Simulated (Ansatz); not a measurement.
## A family of molecules: the dipole moment

One atom is swapped for its congeners: CHCl2F (dichlorofluoromethane) `FC(Cl)Cl`; CHBrCl2 (bromodichloromethane) `ClC(Cl)Br`; CHCl2I `ClC(Cl)I`. The Cl member is missing. All are singlets with charge 0.

Shapes, held fixed at every level: PBE0-D4/def2-TZVP. Programs: Ansatz 0.2.0. Values in D.

(1) How should the dipole moment change along the series?

## Answers

(1) At wB97M-V/def2-TZVPP the dipole moment falls at every step, from 1.25 to 0.95 D. Every level shows the same order. Measured values: NIST CCCBDB. For atoms past krypton def2 sets carry core potentials with scalar relativity. Relativity is left out for Br unless named. Magnitudes only: a dipole under 1 D may point either way.

```json
{"level": "PBE-D4/def2-TZVPP", "CHCl2F": "1.16", "CHBrCl2": "0.97", "CHCl2I": "0.88"}
{"level": "r2SCAN-D4/def2-TZVPP", "CHCl2F": "1.23", "CHBrCl2": "1.03", "CHCl2I": "0.94"}
{"level": "B3LYP-D4/def2-TZVPP", "CHCl2F": "1.25", "CHBrCl2": "1.01", "CHCl2I": "0.94"}
{"level": "wB97M-V/def2-TZVPP", "CHCl2F": "1.25", "CHBrCl2": "1.02", "CHCl2I": "0.95"}
{"level": "measured", "CHCl2F": "1.29", "CHBrCl2": "–", "CHCl2I": "–"}
```
